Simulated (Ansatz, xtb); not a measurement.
## Relative energy of two isomers of C2H4Br2

We compare a, `BrCCBr`, a singlet, with b, `CC(Br)Br`, a singlet. Both are isolated molecules in the gas phase, relaxed with BLYP-D3(BJ)/def2-SVP; the shapes shown needn't be the lowest conformers.

a (Å):

```xyz
8

C    -0.2892   -1.1778   -1.1292
C    -0.4929    0.2486   -0.6525
Br   -1.7507   -2.4058   -0.5851
Br   -2.0161    1.1640   -1.5367
H    -0.2218   -1.2437   -2.2291
H     0.6313   -1.5932   -0.6763
H    -0.6869    0.3012    0.4330
H     0.4004    0.8539   -0.8988
```

b (Å):

```xyz
8

C     0.2623    0.9277   -0.6808
C     0.4074    0.9047    0.8314
Br   -1.1085    1.8477    1.7087
Br    2.1535    1.6744    1.3929
H    -0.6981    0.4559   -0.9700
H     0.2799    1.9645   -1.0657
H     1.0948    0.3609   -1.1436
H     0.3950   -0.1094    1.2598
```

Problem. Estimate E(b) − E(a) at the level CCSD(T)/def2-SVP + ΔMP2/def2-TZVPP.

Solution. Too close to call at this level: CCSD(T)/def2-SVP + ΔMP2/def2-TZVPP gives E(b) − E(a) = +2.85 kJ/mol.

The same difference at several levels:

```
                             level              geometry  E(b) − E(a) (kJ/mol)  departure from the last row (kJ/mol)  job, with rough time for the two
                          GFN2-xTB              GFN2-xTB                   +0.07                                 −2.78             optimisation, 0.092 s
                         HF/STO-3G              GFN2-xTB                   +1.07                                 −1.78              single point, 0.32 s
                r2SCAN-D4/def2-SVP              GFN2-xTB                   −0.39                                 −3.24                 single point, 2 s
              BLYP-D3(BJ)/def2-SVP  BLYP-D3(BJ)/def2-SVP                   −0.21                                 −3.06               optimisation, 7.8 s
                       HF/def2-SVP  BLYP-D3(BJ)/def2-SVP                  +11.76                                 +8.91           part of the CCSD(T) run
                      MP2/def2-SVP  BLYP-D3(BJ)/def2-SVP                   −0.68                                 −3.53           part of the CCSD(T) run
                  CCSD(T)/def2-SVP  BLYP-D3(BJ)/def2-SVP                   +1.67                                 −1.18                      single point
CCSD(T)/def2-SVP + ΔMP2/def2-TZVPP  BLYP-D3(BJ)/def2-SVP                   +2.85                                                      single point, 23 s
```

As drawn, both hold the same kinds of bond in the same numbers. Structure a has 0 methyl groups, b 1.

The largest departure from CCSD(T)/def2-SVP + ΔMP2/def2-TZVPP is that of HF/def2-SVP, 8.91 kJ/mol. The last row adds to CCSD(T) the change of the MP2 difference between the two basis sets, here +1.18 kJ/mol.

With harmonic frequencies from BLYP-D3(BJ)/def2-SVP (ideal gas, rigid rotor, one conformer each, 298.15 K, 1 atm): the zero-point term adds −1.56 kJ/mol; ΔH is +1.79 and ΔG +0.40 kJ/mol.

The correlated steps freeze 20 core orbitals; the filled d shell of Br is correlated, in a basis made for valence electrons. Mirror images aren't counted in ΔG. Programs: Ansatz 0.2.0, xtb 6.7.1; the last row on 2 threads of Intel(R) Xeon(R) 6975P-C (Granite Rapids) on a shared host.
